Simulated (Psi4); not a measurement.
Psi4 input (wB97X-D/6-311+G**):

```
memory 1500 MB

molecule {
1 2
B    -0.00000000   -0.00000000   -0.73477070
N     0.00000000    0.00000000    0.57007214
H    -0.00000000   -0.00000000   -1.90320192
H     0.00000000    0.00000000    1.58655045
symmetry c1
no_reorient
no_com
}

set {
  basis 6-311+G**
  reference uks
  scf_type pk
  dft_radial_points 99
  dft_spherical_points 590
  e_convergence 1e-8
  d_convergence 1e-7
  maxiter 150
}

e = energy('wb97x-d')
print_out(f'\nFINAL {e:.10f} DIPOLE {variable("CURRENT DIPOLE")[0]:.6f} {variable("CURRENT DIPOLE")[1]:.6f} {variable("CURRENT DIPOLE")[2]:.6f}\n')
```

Question: What final total energy does it give?

Answer: -80.38818 Eh.
